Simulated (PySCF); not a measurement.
Species: CH6AsNSi2.
Numbering: `[N:1]#[C:2][SiH2:3][AsH:4][SiH3:5]` (hydrogens: H6, H7 on Si3; H8 on As4; H9, H10, H11 on Si5)

Theory: PBE0-D3(BJ)/def2-SVP geometry optimisation, gas phase (PySCF 2.14.0).

Some entries are withheld. Bonds in one row agree within 0.01 Å.

```csv
coordinate,value
N1≡C2,?
C2–Si3,?
Si3–As4,2.360 Å
As4–Si5,?
"Si3–H6, Si3–H7",1.490 Å
As4–H8,1.528 Å
"Si5–H9, Si5–H10, Si5–H11",1.492 Å
N1–C2–Si3,177.2°
C2–Si3–As4,?
C2–Si3–H6,?
As4–Si3–H6,114.7°
As4–Si3–H7,111.6°
H6–Si3–H7,?
Si3–As4–Si5,92.9°
Si3–As4–H8,91.3°
Si5–As4–H8,92.9°
As4–Si5–H9,107.4°
As4–Si5–H10,112.6°
H9–Si5–H10,109.7°
```

Problem. Estimate the withheld lengths and angles.

Solution. 
- N1≡C2 = 1.160 Å, drawn triple (cyano nitrogen to cyano carbon); 0.24 Å below the sum of covalent radii, 1.40 Å.
- C2–Si3 = 1.859 Å, drawn single (cyano carbon to SiH2 silicon); 0.06 Å above the sum of covalent radii, 1.80 Å.
- As4–Si5 = 2.379 Å, drawn single (ends: arsenic bonded to 2 Si and H; SiH3 silicon); 0.08 Å above the sum of covalent radii, 2.30 Å.
- C2–Si3–As4 = 105.7°, at the SiH2 silicon; the outer atoms are 3.376 Å apart.
- C2–Si3–H6 = 106.6°, at the SiH2 silicon; the outer atoms are 2.695 Å apart.
- H6–Si3–H7 = 110.5°, at the SiH2 silicon; the outer atoms are 2.448 Å apart.

Radii are Cordero's, carbon taken as 0.76, 0.73 or 0.69 Å for four, three, and two or fewer neighbours.

Whether it is a minimum is left open (no frequencies). The numbers are those of one conformer (C2–Si3–As4–Si5 64°).
